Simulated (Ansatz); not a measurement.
Ideal-gas functions of AlFH$_{3}$PSi, SMILES `[F][Al]1[SiH2][PH]1` at 800 K and 1 bar, from an Ansatz frequency run at PBE0-D4/def2-TZVP.

Molar mass 108.06 g/mol, point group C1 (symmetry number 1), electronic degeneracy 1, moments of inertia 93.962, 224.705, 308.859 u Å². Harmonic wavenumbers (cm⁻¹, unscaled): 134, 161, 290, 306, 385, 425, 465, 492, 618, 731, 887, 921, 2209, 2229, 2268.

Use S(trans) = R[1.5 ln M + 2.5 ln T − 1.1517]; rotational temperatures θ = 24.2544 K / I; S(rot) = R[ln(√π/σ · √(T³/θAθBθC)) + 1.5]; for each mode x = 1.438777 ν̃/T, S = R[x/(eˣ − 1) − ln(1 − e⁻ˣ)] and H = RT x/(eˣ − 1); 1 cm⁻¹ = 0.0119627 kJ/mol; R = 8.31446 J/(mol·K).

Problem. By hand: the entropy, in J/(mol·K).

Solution. Translation 187.8. Rotation: θ = 0.2581, 0.1079, 0.0785 K, giving 126.1. Vibration, mode by mode: 20.17, 18.65, 13.82, 13.38, 11.53, 10.75, 10.04, 9.60, 7.85, 6.61, 5.26, 5.01, 0.79, 0.77, 0.73, in all 135.0. Electronic 0.0. Sum 448.9 J/(mol·K).

Problem. By hand: H − E and G − E in kJ/mol, counted from the electronic energy.

Solution. Zero-point energy ½ × 12521 × 0.0119627 = 74.9; thermal vibration 52.7; translation, rotation and pV give 4 RT = 26.6. H − E = 154.2 kJ/mol, and G − E = 154.2 − 800 × 448.9/1000 = -204.9 kJ/mol.

Vibration gives 30 % of the entropy, 20.2 J/(mol·K) of it from the mode under 150 cm⁻¹: soft modes count most, and the harmonic formula is weakest for them. The sum counts one conformer and one mirror image; others add a mixing term.
